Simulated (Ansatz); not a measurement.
Molecule: sum formula BNH₃ (charge 0, doublet). It need not be the lowest isomer of its formula. SMILES: B[NH]
Coordinates optimised at B3LYP-D3(BJ)/def2-TZVP (Ansatz, an electronic-structure program):
```xyz
5

B     -0.6755     0.1489    -0.0061
N      0.6301    -0.0972     0.0059
H     -1.4467    -0.7808    -0.0183
H     -1.1064     1.2696    -0.0052
H      1.5198    -0.5528     0.0128
```
Charge 0, spin multiplicity 2.

Property: vertical ionisation energy (to the singlet state of charge +1; each state is the SCF solution reached for its spin; for the singlet the Hartree-Fock reference is unstable and T1 is 0.064), in eV. Cores are frozen in the correlated levels unless marked. Open shells are spin-unrestricted. No spin-orbit coupling. Non-relativistic. Basis-set limits of correlation are two-point, X^-3; Hartree-Fock from the larger set.

CCSD(T)/CBS(def2-TZVPPD,def2-QZVPPD) (Ansatz) gives 10.47 eV.

Task: Another calculation gave 10.24 eV. Which level was it?
(A) r2SCAN/def2-TZVPD (Ansatz)
(B) BHLYP/def2-TZVPD (Ansatz)
(C) SVWN5/def2-TZVPD (Ansatz)

Result: C, SVWN5/def2-TZVPD (Ansatz). The others give 10.57 (r2SCAN), 10.81 (BHLYP) eV.
